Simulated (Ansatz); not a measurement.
A trace of molecular dynamics of FH4HfNO2 (9 atoms, charge 0, multiplicity 1).

Level of theory: Ansatz, RHF/def2-SVP.

* ensemble: NVE (velocity Verlet)
* starting velocities drawn for: 400 K
* seed: 369958

```csv
time (fs),T (K),potential energy less start (eV),conserved less start (meV/atom)
0,400,0.000,0.00
8,7933424,87.848,807311.81
16,32182498,41.088,3240010.35
24,32183521,39.972,3239989.30
32,32182308,41.368,3240022.49
40,32180582,42.971,3240026.98
48,32182094,41.380,3240002.24
56,32180182,43.503,3240045.84
64,32182248,41.450,3240025.48
72,32181791,41.912,3240030.83
80,32182616,40.945,3240006.34
88,32182389,41.188,3240010.54
96,32183966,39.794,3240014.16
104,32181367,42.300,3240031.33
112,32180455,43.104,3240029.05
120,32180040,43.420,3240022.34
128,32180410,43.050,3240018.45
136,32180721,42.872,3240030.04
144,32182020,41.692,3240029.44
152,32184312,39.490,3240015.21
160,32183304,40.460,3240021.70
```

Problem. Is this trajectory sound?

Solution. The conserved energy changed by up to 3.2e+06 meV per atom, so the integration failed: the time step of 4 fs is too long for the fastest motions that this run met, and the later frames carry no physical meaning.

Run time: 8.9 min on 1 thread of Arm Neoverse V1, with other jobs on the host, peak memory 0.26 GiB.
